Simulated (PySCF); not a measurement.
The same groups moved round the core (benzothiophene boryl+boryl). Isolated molecules, 0 K electronic values unless said otherwise. One relaxed conformer stands for each flexible species; it need not be the lowest. Strings in code marks are SMILES.

All values below come from PySCF 2.14.0 with PBE-D3(BJ)/def2-TZVP // PBE0-D4/def2-SVP. Delta-SCF ions had no search for a lower state. Excitations are Tamm–Dancoff values on a coarser integration grid. The basis has no diffuse functions, so Rydberg states are missing or too high.

| species | S1 oscillator strength | vertical ionisation energy (Delta-SCF) (eV) | brightest of the four lowest singlets (TDA) (eV) |
|---|---|---|---|
| `Bc1cc(B)c2ccsc2c1` | 0.090 | – | 3.96 |
| `c12c(cc(s2)B)c(B)ccc1` | 0.081 | – | 3.83 |
| `Bc1cc2cccc(B)c2s1` | 0.046 | (withheld) | (withheld) |
| `Bc1csc2c(B)cccc12` | 0.048 | – | 3.62 |

What belongs in the gaps?


- `Bc1cc2cccc(B)c2s1`, vertical ionisation energy (Delta-SCF) (eV): 8.33
- `Bc1cc2cccc(B)c2s1`, brightest of the four lowest singlets (TDA) (eV): 4.23
